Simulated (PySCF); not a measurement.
Breaking a bond: IBr, singlet.

Computed with: RKS-M06-2X = restricted M06-2X/def2-TZVP, def2 effective core potentials past Kr (PySCF); RKS-r2SCAN = restricted r2SCAN/def2-TZVP, def2 effective core potentials past Kr in PySCF 2.14.0; UKS-M06-2X = unrestricted M06-2X/def2-TZVP, def2 effective core potentials past Kr (PySCF 2.14.0).

Energies are in eV, each relative to the lowest point of its own curve near equilibrium.

| R / Å | RKS-M06-2X | RKS-r2SCAN | UKS-M06-2X |
|---|---|---|---|
| 1.97 | 3.781 | 3.749 | 3.781 |
| 2.11 | 1.555 | 1.556 | 1.555 |
| 2.20 | 0.757 | 0.768 | 0.757 |
| 2.31 | 0.222 | 0.236 | 0.222 |
| 2.39 | 0.047 | 0.056 | 0.047 |
| 2.46 | 0.000 | 0.000 | 0.000 |
| 2.54 | 0.035 | ? | 0.035 |
| 2.60 | 0.108 | ? | 0.108 |
| 2.73 | 0.359 | 0.294 | 0.359 |
| 2.84 | 0.632 | 0.530 | 0.632 |
| 3.05 | 1.216 | 1.029 | 1.136 |
| 3.32 | 1.956 | 1.644 | ? |
| 3.71 | 2.841 | — | 1.617 |
| 4.10 | 3.457 | — | 1.712 |
| 4.47 | 3.845 | — | 1.755 |
| 4.88 | 4.138 | — | 1.774 |
| 5.40 | ? | — | 1.788 |
| 5.98 | 4.530 | — | 1.794 |
| 6.60 | 4.631 | — | 1.797 |
| 7.32 | ? | — | ? |

Task: What belongs in the gaps?

Result: 
- 2.54, RKS-r2SCAN: 0.020
- 2.60, RKS-r2SCAN: 0.080
- 3.32, UKS-M06-2X: 1.422
- 5.40, RKS-M06-2X: 4.375
- 7.32, RKS-M06-2X: 4.710
- 7.32, UKS-M06-2X: 1.798

A dash means that the run gave no value there, or that the column was ended at a point which the program doubted or which failed a test of continuity chosen for this set; such a test can also cut sound points.

The restricted form behind RKS-M06-2X, RKS-r2SCAN keeps the bonding electrons paired and can't separate into open-shell fragments. The unrestricted determinant behind UKS-M06-2X is spin-contaminated at 3.05 to 7.32 Å (<S²> up to 1.0, against 0.00 for a pure singlet).
